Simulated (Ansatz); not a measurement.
Cost and result up the ladder for Sn(GeH3)H3 (SnGeH₆) (8 atoms). Charge 0, multiplicity 1. Geometry: r2SCAN-D4/def2-TZVP.

```xyz
8

Sn   -1.029   -0.727   -0.191
Ge    1.064    0.752    0.197
H     1.128    1.887   -0.834
H     2.344   -0.083    0.073
H     1.032    1.377    1.598
H    -1.041   -1.342   -1.783
H    -2.455    0.180    0.045
H    -1.044   -2.044    0.894
```

Ansatz on 2 threads of Intel Xeon on a shared host. Times are rough, and most runs start from the orbitals of an earlier one. r2SCAN0-D4/def2-TZVP serves as the yardstick here, not as an exact answer. Differences are given only for rows in sets of like size (and for xTB, whose basis is part of the method), since another set adds its own error. Binding counts from free atoms at the same level (Sn triplet, Ge triplet, H doublet; other spins of the atoms weren't run), without zero-point energy or a counterpoise term.

In the def2 sets Sn takes a core potential; there is no spin–orbit coupling. LC-ωPBE has ω = 0.4 bohr⁻¹. B3LYP takes the VWN-RPA correlation. HSE06 is defined as in plane-wave codes, on full-range PBE exchange. Correlated methods freeze 13 core orbitals; core or outer-core shells of Sn, Ge are correlated, in sets that lack core-valence functions.

Correlated methods converge slowly with the basis (MP2 moves by 0.10 eV from def2-TZVP to def2-QZVPP here).

```
                            level  functions  wall time  binding energy per atom (eV)  difference from r2SCAN0-D4/def2-TZVP (eV)
            LDA (SPW92)/def2-TZVP        134        3 s                          2.75                                       0.30
                     HF/def2-TZVP        134      3.4 s                          1.80                                      -0.64
              revPBE-D4/def2-TZVP        134        4 s                          2.36                                      -0.09
                BLYP-D4/def2-TZVP        134      4.1 s                          2.40                                      -0.04
                 PBE0-D4/def2-SVP         88      4.2 s                          2.40                                          –
                LC-ωPBE/def2-TZVP        134      5.5 s                          2.42                                      -0.03
               BHLYP-D4/def2-TZVP        134        6 s                          2.44                                      -0.01
                PBE0-D4/def2-TZVP        134        6 s                          2.41                                      -0.04
               B3LYP-D4/def2-TZVP        134        6 s                          2.45                                       0.00
               HSE06-D4/def2-TZVP        134        7 s                          2.41                                      -0.04
             r2SCAN0-D4/def2-TZVP        134      9.1 s                          2.44                                       0.00
r2SCAN-D4/def2-TZVP (with forces)        134       12 s                          2.45                                       0.01
                 B97M-V/def2-TZVP        134       14 s                          2.52                                       0.08
                   MP2/def2-QZVPP        351       42 s                          2.39                                          –
```
